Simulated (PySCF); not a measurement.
Ge(I)(SH) (GeHIS), SMILES [SH][Ge][I] (connectivity only; charge and spin as stated), neutral, multiplicity 1. The structure is a stationary point at PBE0-D3(BJ)/def2-SVP. The def2 effective core potentials stand for the cores of I; spin–orbit coupling is left out. Other conformers were not sampled.

Calculation: PySCF with PBE0-D3(BJ)/def2-SVP.

Harmonic wavenumbers (cm⁻¹): 113, 236, 376, 394, 720, 2686. Rotational constants (GHz): 5.386, 1.109, 0.9195; symmetry number 1.

### Question
Work out the zero-point energy and the ideal-gas rigid-rotor harmonic-oscillator thermochemistry at 298.15 K and 1 atm.

### Answer
ZPE = ½ Σ hcν = ½ × 4524 cm⁻¹ = 27.06 kJ/mol. H − E(el) = 42.15 kJ/mol. Entropy in J/(mol K): translation 176.71, rotation 119.08, vibration 30.88, total 326.67. G − E(el) = -55.25 kJ/mol. Cp = 64.73 J/(mol K). Modes under 150 cm⁻¹ make the vibrational entropy uncertain.
